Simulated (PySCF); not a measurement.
HOSi, SMILES [SiH]=O (connectivity only; charge and spin as stated), charge +1, multiplicity 1. Heavy atoms are numbered as in [O:1]=[SiH:2]. Hydrogens are named by the atom that carries them.

Geometry optimised at PBE0-D3(BJ)/def2-TZVPD. The spin state was assumed, not searched. The isomer is the one that the SMILES or the coordinates give; other isomers of the formula were not compared.

Calculation: B3LYP/pcSseg-2 (PySCF).

GIAO shieldings, no solvent; atoms alike by connectivity are averaged. δ = σ(ref) − σ: ¹⁷O against H2O (σ = 325.5 ppm); ²⁹Si against TMS (σ = 325.2 ppm); ¹H against TMS (σ = 31.68 ppm), references at their B3LYP-D3(BJ)/def2-TZVP geometries, non-relativistic.

Computed chemical shifts:
| nucleus | atoms | count | δ (ppm) |
|---|---|---|---|
| ¹⁷O | O1 | 1 | 422.5 |
| ²⁹Si | Si2 (SiH) | 1 | 58.5 |
| ¹H | H on Si2 | 1 | 8.74 |
